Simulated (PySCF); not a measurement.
Compound: C₂H₆OSiTe.
Atom-mapped SMILES: `[CH3:1][C:2](=[O:3])[SiH2:4][TeH:5]` (hydrogens: H6, H7, H8 on C1; H9, H10 on Si4; H11 on Te5)

The calculation used PBE0-D3(BJ)/def2-SVP geometry optimisation, gas phase, def2 core potentials past Kr (PySCF 2.14.0).

List the bond lengths, angles and torsions at this level.

```
               bond  length (Å)
              C1–C2       1.504
              C2=O3       1.210
             C2–Si4       1.949
            Si4–Te5       2.487
C1–H6, C1–H7, C1–H8       1.101
    Si4–H9, Si4–H10       1.497
            Te5–H11       1.670
```

Bonds in one row agree within 0.01 Å and their mean is given. A selection of angles:
```
      angle  degrees
   C2–C1–H6    109.9
   H6–C1–H7    106.8
   H6–C1–H8    110.0
   C1–C2–O3    122.4
  C1–C2–Si4    120.0
  O3–C2–Si4    117.6
 C2–Si4–Te5     99.8
  C2–Si4–H9    110.4
 Te5–Si4–H9    114.5
 H9–Si4–H10    107.4
Si4–Te5–H11     91.2
```

Torsions: C1–C2–Si4–Te5 179° (antiperiplanar).

Si4 (SiH2 silicon) is distorted tetrahedral (angles from 99.8° to 114.5°). The 5 heavy atoms lie in one plane (0.006 Å rms).

Point group: Cs (every atom within 0.08 Å of its image). Not checked by PBE0-D3(BJ)/def2-SVP frequencies. The numbers are those of one conformer (C1–C2–Si4–Te5 179°, C2–Si4–Te5–H 180°).
